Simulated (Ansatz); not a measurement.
**Question.** Name a neutral molecule of Br, C, Cl, F, I with HOMO–LUMO gap (PBE0/def2-TZVPP) between 5.30 and 5.60 eV and size of the dipole moment (ωB97M-V/def2-TZVPP) between 0.40 and 0.70 D (Ansatz, PBE0-D4/def2-TZVP geometry).

**Answer.** `FC(Cl)(Br)I` (5.41 eV, 0.66 D). Other molecules can fit too; these were computed, each in one conformer that needn't be the lowest.
